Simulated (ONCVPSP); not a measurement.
**Which change was made? (S, ONCV)**

sulfur (S), optimised norm-conserving Vanderbilt (ONCV), made with ONCVPSP 4.0.1 (LDA (Perdew-Zunger), non-relativistic). Core [Ne], reference 3s1.75 3p4.25. Waves: 3s: rc 1.20 bohr, ncon 4, nbas 8, qcut 4.7 1/bohr, 1 projector; 3p: rc 1.70 bohr, ncon 5, nbas 8, qcut 4.7 1/bohr, 2 projectors, debl 3.2 Ha. Local part: polynomial inside 0.90 bohr (lpopt 4, dvloc0 0 Ha). Core correction: Teter function, fcfact 4.25, rcfact 1.4.

Cutoffs, loose and tight: the cutoffs (Ha) at which the residual kinetic energy of the hardest occupied pseudo-wave falls to 1 and 0.1 mHa per electron. They do not see the model core or the augmentation charge, which bear on the density cutoff. Test errors are all-electron minus pseudo excitation energies from the reference, over the configurations 3s2 3p4; 3s2 3p3; 3s2 3p2; 3s2 3p3.5; variants that change the core or the reference have their own tests.

The base gives: outcome: generated; cutoff, loose: 14 Ha; cutoff, tight: 66 Ha; bound ghosts: none; GHOST(+) flags above zero: s; largest test error (meV): +24.

Problem. After one change the result is: outcome: generated; cutoff, loose: 27 Ha; cutoff, tight: 85 Ha; bound ghosts: none; GHOST(+) flags above zero: s; largest test error (meV): +26. Which change was it?
A. s: qcut 3.3
B. s: qcut 4.3
C. s: qcut 3.8

Solution. C. The others give: s: qcut 4.3 → outcome: generated; cutoff, loose: 21 Ha; cutoff, tight: 53 Ha; bound ghosts: none; GHOST(+) flags above zero: s; largest test error (meV): +25 | s: qcut 3.3 → outcome: generated; cutoff, loose: 47 Ha; cutoff, tight: 100 Ha; bound ghosts: none; GHOST(+) flags above zero: s; largest test error (meV): +27.
